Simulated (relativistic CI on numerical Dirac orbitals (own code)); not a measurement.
## Hyperfine structure of Tc+, mass number 99

Calculated at this level of theory: Dirac-Coulomb-Breit CI, separate exchange-only KLI orbitals for each configuration, model QED (radiative potential, 1s self-energy scaled to tabulated hydrogen-like ionisation energies), valence Slater integrals scaled by 0.85, P86 correlation energy added to each configuration (own radial code, finite nucleus).

CI space (outside the closed core [Kr]): 4d5 5s, 4d6, 4d5 5p, 4d4 5s2, 4d5 5d, 4d4 5s 5p, 4d5 6s, 4d3 5s 5p2, 4d5 6p, 4d4 5s 4f, 4d5 7s, 4d5 6d. Levels of other configurations are missing.

Nuclear spin I = 9/2, μ = 5.678 μN, Q = -0.129 b (tables of Stone and Pyykkö). The electronic factors are computed for point nuclear moments, without core polarisation; leaving it out makes A of s and p electrons in near-neutral atoms 20 to 40 % too small, and it can dominate for d and f shells.

```json
{"Level": "4d5 5s 7S_3", "E (cm⁻¹)": "0.0", "A (MHz)": "1749", "B (MHz)": "0.133"}
{"Level": "4d6 5D_4", "E (cm⁻¹)": "3664.9", "A (MHz)": "328.2", "B (MHz)": "-72.5"}
{"Level": "4d6 5D_3", "E (cm⁻¹)": "4322.2", "A (MHz)": "250.2", "B (MHz)": "-17.4"}
{"Level": "4d6 5D_2", "E (cm⁻¹)": "4733.9", "A (MHz)": "210.2", "B (MHz)": "14.8"}
{"Level": "4d6 5D_1", "E (cm⁻¹)": "4995.9", "A (MHz)": "186.4", "B (MHz)": "23.8"}
{"Level": "4d5 5s 5S_2", "E (cm⁻¹)": "15356.4", "A (MHz)": "-1462", "B (MHz)": "0.454"}
{"Level": "4d6 3P_2", "E (cm⁻¹)": "17177.0", "A (MHz)": "139.5", "B (MHz)": "7.97"}
{"Level": "4d6 3H_6", "E (cm⁻¹)": "17205.1", "A (MHz)": "487.6", "B (MHz)": "40.1"}
```

Levels with J = 0, under 50 % of one LS term, or S terms without an open s electron are left out. Small factors come from cancelling terms and can be off by tens of per cent or more.

For a near-neutral ion this model can misplace configurations by up to about 10,000 cm⁻¹ (more where the count of f electrons changes) and terms by 10 to 25 % of their spread. Rates follow the energies as ν³ (E1, M1) or ν⁵ (E2), so they and the lifetimes can be off by large factors. The fine structure of a lone outer electron comes out too small, for d and f at times inverted, and misplaced configurations move strength between like terms.

(1) Give the hyperfine levels of 4d5 5s 7S_3 relative to its centre of gravity.

Answers

(1) With K = F(F + 1) − I(I + 1) − J(J + 1), E = AK/2 + B[¾K(K + 1) − I(I + 1)J(J + 1)]/[2I(2I − 1)J(2J − 1)]: F = 3/2: -28850, F = 5/2: -24480, F = 7/2: -18360, F = 9/2: -10490, F = 11/2: -874.3, F = 13/2: 10490, F = 15/2: 23600 MHz.

LS names give the leading component of a level, which can be under half, so a name can repeat, a term be missing and a line seem to break the LS rules.
